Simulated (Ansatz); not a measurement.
Species: CBr2 (charge 0, singlet). 
Coordinates optimised at B3LYP-D3(BJ)/def2-TZVP (Ansatz, a quantum-chemistry and plane-wave program):
SMILES: Br[C]Br
```xyz
3

C      0.0657    -0.0511     0.9940
Br     0.8365     1.3172    -0.0734
Br    -0.8477    -1.3085    -0.0970
```
Charge 0, spin multiplicity 1.

Quantity: vertical ionisation energy (to the doublet state of charge +1; each state is the SCF solution reached for its spin; for the singlet the Hartree-Fock reference is unstable and T1 is 0.025), in eV. Correlated levels leave the core frozen unless marked. UHF or UKS for open shells. Spin-orbit coupling is left out. The frozen core is the preceding noble-gas configuration, with the filled d and f shells of earlier blocks. Non-relativistic. Basis-set limits of correlation are two-point, X^-3; Hartree-Fock from the larger set. [CCSD(T)-MP2]/basis is that difference in the basis named.

```json
[
 {"level": "HF/aug-cc-pVTZ", "program": "Ansatz", "vertical ionisation energy (eV)": "8.90"}
]
```

Question: Estimate the value at RI-MP2/CBS(aug-cc-pVTZ,aug-cc-pVQZ)+[CCSD(T)-MP2]/aug-cc-pVTZ as computed with Ansatz.

Answer: 9.71 eV
